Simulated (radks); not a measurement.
Coherent X-ray form factor from a spherical all-electron density. Calculated with a radial shooting solver on a logarithmic mesh with Libxc functionals: Dirac Kohn-Sham, LDA (Slater exchange, Perdew-Wang correlation), spin-unpolarised, spherical densities, point nucleus.

sin(theta)/lambda (1/angstrom),f0 (electrons)
0.05,25.622
0.1,24.579
0.15,23.083
0.2,21.356
0.25,19.568
0.3,17.824
0.4,14.696
0.5,12.189
0.6,10.302
0.8,7.971
1,6.747
1.25,5.765
1.5,4.919
2,3.411

The species is in the configuration that NIST lists as its ground one. Which atom or ion scatters so?

Answer. The cobalt ion Co+, [Ar] 3d8. Extrapolating in s^2 from the first two rows gives f0(0) = 26.0, near the electron count 26; among species with that count, the fall with angle is slower the higher Z, and the table is that of Z = 27; from so few rows the species is fixed only to a neighbour or two.
